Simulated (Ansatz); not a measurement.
Consider the formal hydrolysis of a Ga–C bond: `C[Si](C)(C)[CH2][Ga]([F])[F]` + H₂O → `[OH][Ga]([F])[F]` + tetramethylsilane.

Isolated molecules relaxed with PBE0-D4/def2-TZVP in Ansatz; ΔE leaves out vibrations. CBS: MP2 limit from def2 TZ/QZ plus the TZ coupled-cluster correction, frozen cores. This one scheme is used for every species. DFT in def2-TZVPP. HSE06 is defined as in plane-wave codes. For Ga outer-core shells are correlated without core-valence functions, which leaves a few kJ/mol of doubt a bond. Scalar relativity is left out up to krypton. One conformer a species, not always the lowest.

```tsv
level	ΔE (kJ/mol)	difference from CCSD(T)/CBS
LDA (SPW92)	-13.3	1.4
r2SCAN0-D4	-22.8	-8.1
B2PLYP	-32.5	-17.8
PBE	-23.6	-8.9
HSE06	-23.8	-9.1
HF/def2-TZVPP	-48.2	-33.5
CCSD/def2-TZVPP	-28.0	-13.3
HF/def2-QZVPP	-49.7	-35.0
SCS-MP2/def2-QZVPP	-27.1	-12.4
MP2/CBS(def2)	-14.2	0.5
CCSD(T)/CBS	-14.7	0
```

Largest T1 diagnostic among the species: 0.015.

In def2-TZVPP, CCSD(T) changes the Hartree–Fock value by +23.0 kJ/mol (the triples alone add +2.8 kJ/mol) and MP2 by +23.5 kJ/mol. At CCSD(T), def2-SVP lies −23.6 kJ/mol from the extrapolated value and def2-TZVPP −10.5 kJ/mol.

CCSD(T)/CBS has its own doubt, a few kJ/mol and more with outer-core shells, so smaller differences from it don't rank the levels.
